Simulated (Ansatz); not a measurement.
System: SbCl₂, charge -1, multiplicity 1. 
Geometry from a B3LYP-D3(BJ)/def2-TZVP (Ansatz, an electronic-structure program) optimisation:
```
Sb
Cl 1 2.4877
Cl 1 2.4877 2 98.79
```
Charge -1, spin multiplicity 1.

Basis-set convergence of Hartree-Fock and MP2 correlation energies (hartree) with Ansatz. Cores are frozen in the correlated levels unless marked. Spin-orbit coupling is left out. Frozen are the shells of the preceding noble gas and the d and f shells that filled before the atom's block. Past Kr the def2 sets carry scalar-relativistic core potentials.

| basis | functions | E(HF) | E(corr, MP2) |
|---|---|---|---|
| def2-SVPD | 86 | -1158.09784 | -0.38296 |
| def2-TZVPPD | 158 | … | … |

**Question.** What belongs in the gaps?

**Answer.** 
- def2-TZVPPD, E(HF): -1158.40570
- def2-TZVPPD, E(corr, MP2): -0.49726
